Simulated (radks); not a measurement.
Valence configurations of the gallium ion Ga2+ (all share [Ar]). Method: scalar-relativistic Kohn-Sham, PBEsol, spin-unpolarised, spherical densities, point nucleus; computed with a radial shooting solver on a logarithmic mesh with Libxc functionals. Energies are relative to 3d10 4s1; eigenvalues in eV.

valence           E (eV)    e(3d)    e(4p)    e(4s)
3d10 4s1           0.000  -39.388        -  -26.033
3d10 4s0.5 4p0.5   4.203  -40.209  -18.097  -26.530
3d9.5 4s1.5        7.353  -43.394        -  -27.295
3d10 4p1           8.432  -41.016  -18.531        -
3d9.5 4s1 4p0.5   11.719  -44.201  -19.013  -27.773
3d9 4s2           16.133  -47.604        -  -28.539
3d9 4s1.5 4p0.5   20.665  -48.396  -19.908  -28.999
3d9 4s1 4p1       25.224  -49.174  -20.300  -29.445
3d9 4s0.5 4p1.5   29.809  -49.940  -20.679  -29.877
3d8.5 4s2 4p0.5   31.147  -52.785  -20.786  -30.209

NIST lists [Ar] 3d10 4s1 as the ground configuration; this level of theory agrees among the configurations tried. The energies are those of spherical spin-averaged densities, not of single terms.
